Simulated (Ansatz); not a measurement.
Consider the cleavage of the Ge–Si bond: `[CH3][GeH]([SiH3])[Cl]` + CH₃SH → `C[S][GeH]([CH3])[Cl]` + SiH₄.

Isolated molecules relaxed with PBE0-D4/def2-TZVP in Ansatz; ΔE leaves out vibrations. CCSD(T)/CBS is the MP2 limit (def2-TZVPP, def2-QZVPP) plus CCSD(T) − MP2 in def2-TZVPP, frozen cores. This one scheme is used for every species. DFT in def2-TZVPP. For Ge outer-core shells are correlated without core-valence functions, which leaves a few kJ/mol of doubt a bond. Scalar relativity is left out up to krypton. Each species was taken in one conformer, which may not be the lowest.

```json
{"level": "r2SCAN", "ΔE (kJ/mol)": "-31.4"}
{"level": "MP2/def2-SVP", "ΔE (kJ/mol)": "-41.9"}
{"level": "CCSD(T)/def2-TZVPP", "ΔE (kJ/mol)": "-34.8"}
{"level": "MP2/CBS(def2)", "ΔE (kJ/mol)": "-41.2"}
```

(1) What does CCSD(T)/CBS give? (An estimate is asked.)

Largest T1 diagnostic among the species: 0.011.

Results:

(1) Ansatz gave: -33.7 kJ/mol. The listed levels differ from it by 2.3, -8.2, -1.1, -7.5 kJ/mol.

From BLYP to BHLYP (50 % exact exchange), in def2-TZVPP and without D4, ΔE moves by −5.4 kJ/mol. Leaving LDA and LC-ωPBE aside and taking each functional with its dispersion term where it has one, the values, not all of them listed here, spread over 8.5 kJ/mol, from BHLYP-D4 to PBE-D4. The D4 term adds −4.8 kJ/mol with B3LYP and −2.6 kJ/mol with PBE0; it sums over pairs of atoms, weighted by their polarisabilities, and B3LYP, whose exchange is more repulsive, gets the larger term.

B3LYP here is the variant with VWN-RPA as its local correlation; programs differ in this.
